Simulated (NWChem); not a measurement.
Species: C3H8S; SMILES C(SC)C

```xyz
12

C      0.4685     1.8503     0.3202
C     -0.4368     0.9470    -0.5173
S     -0.6793    -0.7469     0.1529
C      0.9756    -1.4680    -0.1300
H      0.5291     2.8494    -0.1298
H      0.0832     1.9541     1.3395
H      1.4880     1.4548     0.3828
H     -1.4484     1.3638    -0.5714
H     -0.0691     0.8645    -1.5470
H      1.7484    -0.9666     0.4595
H      1.2431    -1.4370    -1.1913
H      0.9212    -2.5130     0.1866
```
Atoms are numbered in this order, from 1.

Program: NWChem. Geometry: optimised at B3LYP/6-31G* (spherical d). GIAO values for the isolated, static molecule; σ is the absolute isotropic shielding, δ = σ(reference) − σ with the isolated reference molecule computed at the same levels (13C: tetramethylsilane, 1H: tetramethylsilane).

For level KT2/pcSseg-1:

| Property | Value |
|---|---|
| σ S3 (ppm) | 514.2 |

Problem. Estimate the same quantities for level PBE/pcSseg-1.

Solution. 
| Item | Result |
|---|---|
| σ S3 (ppm) | 488.0 |
